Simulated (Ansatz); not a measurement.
`[OH][InH][Cl]` + H₂O → `[OH][InH][OH]` + HCl  (formal hydrolysis of the In–Cl bond)

Computed with Ansatz on PBE0-D4/def2-TZVP structures; ΔE is electronic, products minus reactants. CBS: MP2 limit from def2 TZ/QZ plus the TZ coupled-cluster correction, frozen cores. This one scheme is used for every species. Elements past krypton have def2 core potentials. For In outer-core shells are correlated without core-valence functions, which leaves a few kJ/mol of doubt a bond. Each species was taken in one conformer, which may not be the lowest.

```
        species  SCS-MP2/def2-TZVPP energy (Eh)
`[OH][InH][Cl]`                      -725.53311
            H₂O                       -76.32077
`[OH][InH][OH]`                      -341.51773
            HCl                      -460.30218
```

Q: Work out ΔE.

A: ΔE = (-341.51773) + (-460.30218) − (-725.53311) − (-76.32077) = 0.03397 Eh = +89.2 kJ/mol. CCSD(T)/CBS gives +91.8 kJ/mol.

Largest T1 diagnostic among the species: 0.017.

From r2SCAN to r2SCAN0 (25 % exact exchange), in def2-TZVPP and without D4, ΔE moves by +6.9 kJ/mol. Leaving LDA and LC-ωPBE aside and taking each functional with its dispersion term where it has one, the values, not all of them listed here, spread over 16.8 kJ/mol, from BLYP-D4 to BHLYP-D4. In def2-TZVPP, CCSD(T) changes the Hartree–Fock value by −20.4 kJ/mol (the triples alone add −2.3 kJ/mol) and MP2 by −19.1 kJ/mol.
